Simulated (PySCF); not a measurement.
## How methods differ on the excitation energy of B

B [He] 2s2 2p1 (2P) → B [He] 2s1 2p2 (4P), as a difference of total energies. Computed with PySCF 2.14 in aug-cc-pVQZ-DK, with the spin-free X2C one-electron Hamiltonian (Gaussian nucleus). Correlated levels: valence: 1s2 frozen. The calculations carry no spin-orbit coupling.

```json
{"method": "UHF", "excitation energy (eV)": "2.196"}
{"method": "LDA", "excitation energy (eV)": "3.293"}
{"method": "PBE", "excitation energy (eV)": "3.284"}
{"method": "PBE0", "excitation energy (eV)": "3.230"}
{"method": "r2SCAN", "excitation energy (eV)": "2.950"}
{"method": "M06", "excitation energy (eV)": "3.540"}
{"method": "PW91", "excitation energy (eV)": "3.288"}
{"method": "LC-wPBE", "excitation energy (eV)": "3.172"}
{"method": "B2PLYP", "excitation energy (eV)": "3.595"}
{"method": "MP2 (valence)", "excitation energy (eV)": "3.155"}
{"method": "SCS-MP2 (valence)", "excitation energy (eV)": "3.549"}
```

Problem. How much does correlation contribute at MP2 (valence)?

Solution. 3.155 − (2.196) = 0.959 eV, measured against UHF.
